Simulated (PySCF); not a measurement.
Assignment exercise: C₄H₉FOSi₂

Structure with atom numbers: `[O:1]=[CH:2]/[CH:3]=[C:4](\[F:5])[SiH2:6][CH2:7][SiH3:8]` (H(Xn): hydrogen on atom n).

No relativistic terms, a single conformation, in vacuum, rapidly exchanging positions averaged. Geometry from GFN2-xTB; shieldings: GIAO PBE0/pcSseg-1; PySCF 2.14.

Shifts are taken against calculated references (same method and geometry level): $^{13}$C, $^{1}$H against TMS.

**Question.** Assign these signals to the numbered atoms. $^{13}$C{$^{1}$H} NMR (computed): δ 196.5, 190.2, 130.6, -11.3.

**Answer.** 
196.5 → C4, β carbon of a C=C–C=O unit: conjugation with the carbonyl draws π density from the β position
190.2 → C2, aldehyde carbonyl carbon: the double bond to the heteroatom, with no lone-pair donor beside it, deshields it most
130.6 → C3, α carbon of a C=C–C=O unit: as expected for a trigonal carbon in a double bond
-11.3 → C7, sp3 CH2 bonded to 2 Si: an electropositive neighbour leaves it electron-rich and shielded

**Question.** Assign these signals to the numbered atoms. $^{1}$H NMR (600 MHz, computed): δ 10.47 (m, 1H), 5.79 (m, 1H), 4.46 (m, 2H), 4.06 (t, 3H), 0.24 (m, 2H).

**Answer.** 
| δ (ppm) | atoms | environment | reason |
| --- | --- | --- | --- |
| 10.47 | H(C2) | hydrogen on an aldehyde carbonyl carbon | the formyl region, downfield of aromatic protons |
| 5.79 | H(C3) | hydrogen on an α carbon of a C=C–C=O unit | a vinylic proton, deshielded by the sp2 carbon and the C=C anisotropy |
| 4.46 | H(Si6) | hydrogen on a silicon bonded to 2 C | – |
| 4.06 | H(Si8) | hydrogen on a silicon bonded to C | – |
| 0.24 | H(C7) | hydrogen on an sp3 CH2 bonded to 2 Si | an electropositive neighbour shields it, as in TMS itself |

Splittings by $^{19}$F in the carbon and heteronuclear signals aren't shown, as no couplings were computed. Shifts are as computed. Against solution values, carbons near 30 ppm lie about +3 ppm off and those near 130 ppm about +5 ppm. Of 1309 compounds with measured shifts, 239 miss one by over three times the rms of a fit or turn the order of signals round; such compounds aren't used in these exercises. No couplings were computed; multiplicities are counted from neighbouring protons, with m where these are inequivalent, close in shift, in a saturated or five-membered ring or joined by F or P, and br s for small geminal =CH2 splittings.
